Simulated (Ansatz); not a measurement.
Consider the ligand exchange at the Sn–O bond: `[F][SnH]([F])[O][SiH3]` + HI → `[F][SnH]([F])[I]` + `O[SiH3]`.

Gas-phase electronic energies from Ansatz, PBE0-D4/def2-TZVP geometries. CBS: MP2 limit from def2 TZ/QZ plus the TZ coupled-cluster correction, frozen cores. DFT in def2-TZVPP. B3LYP here is the variant with VWN-RPA as its local correlation; programs differ in this. Elements past krypton have def2 core potentials. For I, Sn outer-core shells are correlated without core-valence functions, which leaves a few kJ/mol of doubt a bond. One conformer a species, not always the lowest.

`[F][SnH]([F])[O][SiH3]`:

```xyz
9

F     0.344   -2.487    0.641
Sn    0.137   -1.397   -0.902
F    -1.732   -1.435   -1.239
O     0.555    0.393   -0.361
Si    0.028    1.472    0.765
H     1.038   -1.958   -2.207
H    -1.029    0.869    1.619
H     1.178    1.878    1.612
H    -0.519    2.665    0.071
```

HI:

Cartesian coordinates in Å:
```
I 0.406 0.535 0.443
H -0.406 -0.535 -0.443
```

`[F][SnH]([F])[I]`:

Z-matrix (Å, degrees):
```
Sn
F 1 1.902
I 1 2.630 2 107.8
F 1 1.902 2 103.0 3 113.9
H 1 1.692 2 109.2 3 -130.2
```

`O[SiH3]`:

Cartesian coordinates in Å:
```
O -1.039 -0.642 -0.388
Si 0.384 0.040 0.087
H -1.822 -0.091 -0.387
H 0.764 1.184 -0.787
H 1.401 -1.031 -0.014
H 0.313 0.539 1.488
```

Q: Is it downhill or uphill in electronic energy at CCSD(T)/CBS, and by how much? (Best estimate.)

A: Ansatz gave: Downhill: ΔE = -0.67 eV.

Q: What do these levels give: revPBE-D4, BHLYP-D4, B2PLYP, revPBE, BLYP, B3LYP? (Estimate.)

A: The calculation gave: revPBE-D4 -0.74, BHLYP-D4 -0.69, B2PLYP -0.66, revPBE -0.78, BLYP -0.70, B3LYP -0.71 eV.

Largest T1 diagnostic among the species: 0.014.

At CCSD(T), def2-SVP lies +0.13 eV from the extrapolated value and def2-TZVPP +0.11 eV. Leaving LDA and LC-ωPBE aside and taking each functional with its dispersion term where it has one, the values, not all of them listed here, spread over 0.16 eV, from HSE06-D4 to B97M-V.
